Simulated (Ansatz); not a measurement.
CH4AlBrGe, relaxed with RKS PBE-D4/def2-SVP in Ansatz from a rough embedded geometry. The force threshold is 0.03 eV/Å; the program also tests the step.

Charge 0, multiplicity 1. The bonds changed during the relaxation, so this is another structure than the one it started from.

Start:

```xyz
8

Br   -2.013   -0.436   -1.335
C    -0.381   -0.786   -0.471
Al    0.940    0.536   -0.885
Ge   -0.218    0.139    1.242
H    -0.044   -1.856   -0.412
H     2.034    1.290   -1.826
H     0.804   -0.289    2.267
H    -1.123    1.402    1.420
```

Question: By how much does the energy fall, and how many steps does the optimiser take? (Estimate.)

Answer: Ansatz gave: 24.07 kcal/mol, in 12 steps.

Question: Which bonds change most? (Best estimate.)

Answer: Computed: Br1–Al3 from 3.142 to 2.590 Å; Br1–C2 from 1.880 to 2.058 Å; C2–Ge4 from 1.953 to 2.050 Å; Ge4–H7 from 1.509 to 1.560 Å.

Question: Give the relaxed structure. (Estimate.)

Answer: The calculation gave: 
```xyz
8

Br   -1.513   -0.046   -1.615
C    -0.160   -0.882   -0.308
Al    0.906    0.624   -0.980
Ge   -0.064    0.479    1.222
H    -0.352   -1.968   -0.279
H     1.847    1.072   -2.182
H     0.773   -0.213    2.342
H    -1.437    0.935    1.800
```
